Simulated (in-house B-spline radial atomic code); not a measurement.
Values are calculated unless marked as measured or tabulated.
**Ga in an electron gas of r_s = 2.2: phase shifts, screening, friction and resistivity**

A nucleus sits in a uniform electron gas with a rigid positive background. The Kohn-Sham equations are solved self-consistently in the spin-unpolarised LDA (PW92), non-relativistic, on B-splines with outgoing waves at the boundary and partial waves to l = 8. The model has no lattice, no bands and no magnetic solution. Atomic units; δ_l are the phase shifts at the Fermi level, counted so that each bound state adds π, and good to about 0.0005.

The density parameter is r_s = 2.2 bohr, near that of the valence electrons of Ga (3 per atom, density 5.91 g/cm³, mass 69.72 u, which gives r_s = 2.19).

```json
{"l": "0", "δ_l (rad)": "10.0563"}
{"l": "1", "δ_l (rad)": "7.2360"}
{"l": "2", "δ_l (rad)": "3.3088"}
{"l": "3", "δ_l (rad)": "0.0435"}
{"l": "4", "δ_l (rad)": "0.0074"}
{"l": "5", "δ_l (rad)": "0.0013"}
{"l": "6", "δ_l (rad)": "0.0003"}
{"l": "7", "δ_l (rad)": "0.0001"}
{"l": "8", "δ_l (rad)": "0.0001"}
```

Bound levels below the band bottom (hartree): p -39.67, s -4.843, p -3.186, d -0.3416, s -0.04332 and deeper ones.

Task: Check the Friedel sum rule, and say where the screening charge sits.

Result: k_F = (9π/4)^(1/3)/r_s = 0.87234. The rule is Z = (2/π) Σ (2l + 1) δ_l. The terms are s 6.402, p 13.820, d 10.532, f 0.194 and 0.056 beyond, in all 31.004 against Z = 31. Bound states hold 8 s, 12 p, 10 d electrons, so the scattering states carry 1.00 in all; where a term is smaller than its bound count, the bound level has drawn weight out of the band.

Task: Find the transport cross section and the electronic stopping of a 5 keV Ga ion (mass 69.72 u).

Result: σ_tr = (4π/k_F²) Σ (l + 1) sin²(δ_l − δ_(l+1)). The terms for l = 0 to 3 are 0.0997, 1.0004, 0.0457, 0.0052, all together 1.1512, so σ_tr = 16.513 × 1.1512 = 19.010 bohr². With n = 3/(4π r_s³) = 0.02242, the friction coefficient is Q = n k_F σ_tr = 0.3718. For v well below v_F = 0.872, dE/dx = Q v; with 24801 eV per u at v = 1, v = √(5000/(24801 × 69.72)) = 0.0538, so dE/dx = 0.01999 hartree/bohr = 10.3 eV/nm. The largest term couples the p and d waves.

Task: What residual resistivity would 1 atomic per cent of such centres give in Ga?

Result: Δρ = k_F n_i σ_tr/n in atomic units of 21.74 μΩ·cm. With one host atom per 3 electrons, n_i/n = 0.01/3, so Δρ = 0.8723 × 0.00333 × 19.010 × 21.74 = 1.20 μΩ·cm. This is an atom added to the gas, as on an interstitial site.

Task: On a substitutional site the background of one host ion, a sphere holding 3 charges, is taken out. The phase shifts for l = 0 to 4 become 9.6901, 6.4968, 3.0260, -0.0335, -0.0081. What follows?

Result: The Friedel sum is now 28.00, for Z − 3 = 28. The sum in σ_tr is 0.2347, so σ_tr = 3.88 bohr² and Δρ = 0.24 μΩ·cm per atomic per cent, 0.20 times the value above. A real host ion scatters too, so this model doesn't give zero even for the host's own atom.
